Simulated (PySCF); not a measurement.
A TDDFT job was run through a driver script with this input:

```
{"job": {"kind": "uv", "xc": "B3LYP", "basis": "def2-SVPD", "nstates": 8, "ntriplets": 3}, "charge": 0, "multiplicity": 1}
C      1.448908     3.045736    -0.431362
C      1.110706     1.891883    -0.451953
Ge     0.502946     0.072673    -0.451568
Cl    -0.591915    -0.251690    -2.236107
C      2.036434    -1.076952    -0.461261
C      2.966754    -1.838768    -0.453742
S     -0.758719    -0.350395     1.348566
Ge    -2.726056    -0.699929     0.409397
H      1.760384     4.052338    -0.422635
H      3.791159    -2.494790    -0.454422
H     -3.187419     0.495349    -0.370623
H     -3.641708    -0.934042     1.572096
H     -2.715863    -1.910928    -0.475362
```

Method: PySCF, TDDFT B3LYP/def2-SVPD, vertical, gas phase, core orbitals frozen in the response. Job line and output are in the format of a driver script around the code.

(1) What does the script print for it?

## Answers

(1) 
```
coarse grid: 60544 points
cycle   1  E = -5166.8789148628  dE = -3.001e-01  |g| = 8.532e-01  |ddm| = 1.186e+01
cycle   2  E = -5166.7891974701  dE =  8.972e-02  |g| = 1.108e+00  |ddm| = 4.278e+00
cycle   3  E = -5167.0033254213  dE = -2.141e-01  |g| = 1.565e-01  |ddm| = 2.473e+00
cycle   4  E = -5167.0079483524  dE = -4.623e-03  |g| = 8.912e-02  |ddm| = 3.010e-01
cycle   5  E = -5167.0098736453  dE = -1.925e-03  |g| = 2.115e-02  |ddm| = 1.305e-01
cycle   6  E = -5167.0099860919  dE = -1.124e-04  |g| = 3.438e-03  |ddm| = 5.105e-02
cycle   7  E = -5167.0099893879  dE = -3.296e-06  |g| = 1.173e-03  |ddm| = 1.131e-02
final grid: 121264 points
cycle   8  E = -5167.0099762903  dE =  3.330e-07  |g| = 1.624e-03  |ddm| = 1.113e-02
cycle   9  E = -5167.0099750662  dE =  1.224e-06  |g| = 2.579e-03  |ddm| = 7.952e-03
cycle  10  E = -5167.0099770804  dE = -2.014e-06  |g| = 5.094e-04  |ddm| = 4.690e-03
cycle  11  E = -5167.0099771482  dE = -6.772e-08  |g| = 6.344e-05  |ddm| = 7.011e-04
cycle  12  E = -5167.0099771493  dE = -1.110e-09  |g| = 1.564e-05  |ddm| = 1.175e-04
cycle  13  E = -5167.0099771493  dE = -3.092e-11  |g| = 7.485e-06  |ddm| = 2.745e-05
converged SCF energy = -5167.0099771493

Static polarisability (au): isotropic 137.992, principal 117.427 137.551 158.998

Singlet excitations
state   eV       nm        f      main configurations
  1   4.7571    260.6   0.00060   H->L 0.91
  2   5.0461    245.7   0.01639   H->L+1 0.91
  3   5.6755    218.5   0.00485   H-1->L 0.36, H-3->L 0.29, H-1->L+1 0.21
  4   5.7513    215.6   0.00131   H-2->L 0.80
  5   5.8246    212.9   0.00266   H-3->L 0.49, H-1->L+1 0.28
  6   5.8737    211.1   0.00800   H-1->L+1 0.38, H-1->L 0.26, H-3->L+1 0.24
  7   5.9654    207.8   0.00180   H-4->L 0.52, H-2->L+1 0.32
  8   5.9763    207.5   0.00884   H->L+2 0.88

Triplet excitations (Tamm-Dancoff, eV): 4.4815 4.7134 4.9306
```

Geometry: GFN2-xTB, one conformer, isolated molecule. The B3LYP/def2-SVPD calculation is non-relativistic and has no spin–orbit coupling, an omission that weighs most on germanium.

The SCF starts on a coarse grid; the energy jumps when the final grid takes over, and dE counts afresh there. H and L stand for HOMO and LUMO.

Shape of the structure used: `[CH:1]#[C:2][Ge:3]([Cl:4])([C:5]#[CH:6])[S:7][GeH3:8]`: C2–Ge3–S7–Ge8 113°.
